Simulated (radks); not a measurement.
Species: Sr2+. Configuration: [Kr].

Calculated with a radial shooting solver on a logarithmic mesh with Libxc functionals: scalar-relativistic Kohn-Sham, PBEsol, spin-polarised, spherical densities, point nucleus.

Energy parts (eV):
part                       energy
total                  -86449.427
kinetic                 88646.056
electron-nucleus      -207754.434
Hartree                 35453.028
exchange-correlation    -2794.076

Orbitals (lengths in bohr, moments of r in powers of bohr; <r^-3> diverges for s and p1/2):
orbital  occ.  eigenvalue (eV)      <r>  <r^-3>       <r^4>     <r^2>
1s          2        -15940.45  0.03918       -  0.00001105  0.002069
2s          2        -2170.722   0.1726       -    0.002126   0.03511
2p          6        -1930.822   0.1504    1801    0.001530   0.02768
3s          2        -347.3435   0.4924       -      0.1216    0.2784
3p          6        -269.9474   0.4987   278.9      0.1403    0.2905
3d         10        -142.0621   0.4983   35.26      0.1873    0.3028
4s          2         -54.7069    1.352       -       6.610     2.074
4p          6         -36.5056    1.547   31.76       12.15     2.747

The highest occupied level is 4p at -36.506 eV. The density falls to 0.001 e/bohr^3 at r = 3.33 bohr.
